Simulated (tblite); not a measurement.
Compound: C5H11NO2Si.
Structure used (GFN2-xTB), in Å, numbered top down from 1:
```xyz
20
C5H11NO2Si angstrom
N     -2.586    0.371   -0.943
C     -2.570   -0.190    0.397
C     -1.257   -0.923    0.647
Si     0.237    0.236    0.617
C      1.207    0.433   -1.013
C      2.648    0.251   -0.544
C      2.673   -0.525    0.759
O      3.634   -1.072    1.214
O      1.495   -0.519    1.391
H     -3.483    0.802   -1.136
H     -1.872    1.086   -1.031
H     -2.715    0.568    1.185
H     -3.403   -0.897    0.459
H     -1.311   -1.416    1.617
H     -1.156   -1.705   -0.107
H      0.038    1.508    1.321
H      0.942   -0.350   -1.724
H      1.081    1.383   -1.526
H      3.104    1.218   -0.316
H      3.288   -0.249   -1.270
```

Method: GFN2-xTB as coded in tblite; computed harmonic values from a numerical Hessian at the method's own geometry, unscaled. This tight-binding method is rough: wavenumbers can miss measured ones by several per cent, in bad cases by 10 to 20. Modes of hydrogen on silicon can be 10 to 20 % off. One conformer, not necessarily the lowest.

Harmonic wavenumbers (cm⁻¹): 32.7, 68.2, 80.8, 104.2, 151.1, 191.4, 233.5, 281.3, 390.1, 437.5, 482.7, 508.4, 594.3, 599.0, 687.9, 715.5, 724.2, 758.1, 806.0, 815.4, 903.1, 907.6, 941.7, 970.2, 995.5, 1058.4, 1088.1, 1105.5, 1137.4, 1143.8, 1171.7, 1176.4, 1238.3, 1273.8, 1280.1, 1297.4, 1365.9, 1443.3, 1444.3, 1475.7, 1498.6, 1561.9, 1801.9, 2237.7, 2821.4, 2954.8, 2962.7, 2981.6, 2988.4, 2994.7, 3004.5, 3021.3, 3388.5, 3420.0.

A = 3493, B = 736.6, C = 646.3 MHz; mass 145.056 u (most abundant isotopes); point group C1, symmetry number 1.

Question: What is the zero-point energy?

Answer: Half the sum of the wavenumbers: 34859 cm⁻¹ = 417.01 kJ/mol.

Question: Give the ideal-gas entropy at 298.15 K and 1 bar in the rigid-rotor, harmonic-oscillator model (classical rotation).

Answer: Translation 170.93, rotation 124.05, vibration 134.62: S = 429.6 J/(mol K).

Question: And Cp and H(298.15 K) − H(0)?

Answer: Cp = 168.23 J/(mol K), of which vibrations give 134.98 (their classical limit is 54 R = 449.0); H(298.15 K) − H(0) = 30.28 kJ/mol without the zero-point energy, 20.37 from vibrations.

Question: What must be added to the electronic energy to get the Gibbs energy at 298.15 K and 1 bar?

Answer: ZPE + [H(298.15 K) − H(0)] − T·S = 417.01 + 30.28 − 128.08 = 319.21 kJ/mol.

Question: How do the functions run with temperature in this model?

Answer: 
```csv
T (K),S (J/(mol K)),Cp (J/(mol K)),H − H(0) (kJ/mol),G − H(0) (kJ/mol),ln q(vib)
50,254.2,60.4,2.25,-10.46,0.82
100,303.2,82.3,5.85,-24.47,2.32
373.15,471.1,202.6,44.21,-131.59,10.04
500,537.6,252.5,73.20,-195.62,13.51
750,654.0,320.7,145.53,-344.98,20.15
1000,752.7,364.5,231.56,-521.15,26.36
```

q(vib) and H(0) count from the zero-point level.

Question: Blend soft modes into free rotors: weight 1/[1 + (100 cm⁻¹/ν̃)⁴] for the oscillator and the rest for a rotor with moment μB/(μ + B), μ = h/(8π²ν), B = 10⁻⁴⁴ kg m². What vibrational entropy results?

Answer: 120.77 J/(mol K) in place of 134.62, which changes −T·S at 298.15 K by +4.13 kJ/mol.

Question: Which modes carry the vibrational entropy at 298.15 K?

Answer: 32.7 cm⁻¹: 23.68; 68.2 cm⁻¹: 17.59; 80.8 cm⁻¹: 16.20; 104.2 cm⁻¹: 14.12; 151.1 cm⁻¹: 11.12; 191.4 cm⁻¹: 9.26 J/(mol K); the other 48 give 42.65 together.

Hindered rotation and anharmonicity are outside this model. Other conformers, if any are populated, would add a mixing term that is left out. The structure is chiral; the term R ln 2 for an equal mix with its mirror image is left out.
